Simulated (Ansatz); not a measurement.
`[NH2][Al]([F])[O][SiH3]` + H₂O → `[NH2][Al]([OH])[F]` + `O[SiH3]`  (formal hydrolysis of the Al–O bond)

Computed with Ansatz on PBE0-D4/def2-TZVP structures; ΔE is electronic, products minus reactants. CBS: MP2 limit from def2 TZ/QZ plus the TZ coupled-cluster correction, frozen cores. This one scheme is used for every species. Functionals use def2-TZVPP. B3LYP here is the variant with VWN-RPA as its local correlation; programs differ in this. HSE06 is defined as in plane-wave codes. Each species was taken in one conformer, which may not be the lowest.

(1) Is it downhill or uphill in electronic energy at CCSD(T)/CBS, and by how much? (Estimate.)

(2) What do these levels give: B3LYP-D4, BHLYP-D4, ωB97M-V, PBE-QIDH, PBE, HSE06, BHLYP, CAM-B3LYP, MP2/def2-SVP, CCSD(T)/def2-TZVPP, SCS-MP2/def2-QZVPP, CCSD/CBS(def2)? (Best estimate.)

Largest T1 diagnostic among the species: 0.012.

Results:

(1) Computed: Uphill: ΔE = +7.3 kcal/mol.

(2) The calculation gave: B3LYP-D4 7.1, BHLYP-D4 8.1, ωB97M-V 6.5, PBE-QIDH 6.9, PBE 5.1, HSE06 6.0, BHLYP 7.0, CAM-B3LYP 6.3, MP2/def2-SVP 8.2, CCSD(T)/def2-TZVPP 7.2, SCS-MP2/def2-QZVPP 7.3, CCSD/CBS(def2) 7.5 kcal/mol.

At CCSD(T), def2-SVP lies +1.2 kcal/mol from the extrapolated value and def2-TZVPP −0.2 kcal/mol. The D4 term adds +1.0 kcal/mol with B3LYP and +0.6 kcal/mol with PBE0; it sums over pairs of atoms, weighted by their polarisabilities, and B3LYP, whose exchange is more repulsive, gets the larger term.
